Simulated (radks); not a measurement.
Question: Radial electron density D(r) = 4 pi r^2 rho(r) of an atom or ion with 47 electrons. All-electron calculation, Dirac Kohn-Sham, PBEsol, spin-unpolarised, spherical densities, finite nucleus; Fermi nuclear charge, rms radius of each element as measured or else 0.836 A^(1/3) + 0.57 fm. Program: a radial shooting solver on a logarithmic mesh with Libxc functionals.

r (bohr),D(r) (e/bohr)
0.004555,18.60
0.005261,22.66
0.006124,27.60
0.00713,33.13
0.0083,39.15
0.009662,45.40
0.01125,51.53
0.0131,57.09
0.01512,61.34
0.01761,64.28
0.0205,65.28
0.02386,64.29
0.02778,61.78
0.03234,58.72
0.03765,56.55
0.04348,56.67
0.05062,60.02
0.05892,66.46
0.0686,74.29
0.07986,80.54
0.09297,82.21
0.1082,77.97
0.125,69.93
0.1455,61.26
0.1694,57.06
0.1972,59.25
0.2296,64.88
0.2673,67.64
0.3111,62.39
0.3593,50.13
0.4183,34.85
0.487,23.86
0.5669,20.26
0.66,21.68
0.7684,23.24
0.8945,21.74
1.033,17.56
1.203,12.16
1.4,7.525
1.63,4.376
1.897,2.511
2.209,1.444
2.572,0.8017
2.97,0.4180
3.457,0.1795
4.025,0.06239
4.686,0.01670
5.455,0.003275
6.35,0.0004484

What is the nuclear charge?

Answer: Z = 50. The innermost maximum, from 1s, lies near gamma/Z bohr with gamma = sqrt(1 - (Z/c)^2) = 0.931, here 0.0186 bohr (found: 0.0205), and its height grows with Z. The density is that of the tin ion Sn3+ in [Ar] 3d10 4s2 4p5.5 4d10 5s1 5p0.5; the configuration itself is not fixed sharply by these data, and Z only to a few units. D(r) has 4 maxima, at r = 0.0205, 0.0900, 0.263, 0.781 bohr, and minima at 0.0401, 0.174, 0.571 bohr, inside which lie 2.03, 11.23, 29.00 electrons.
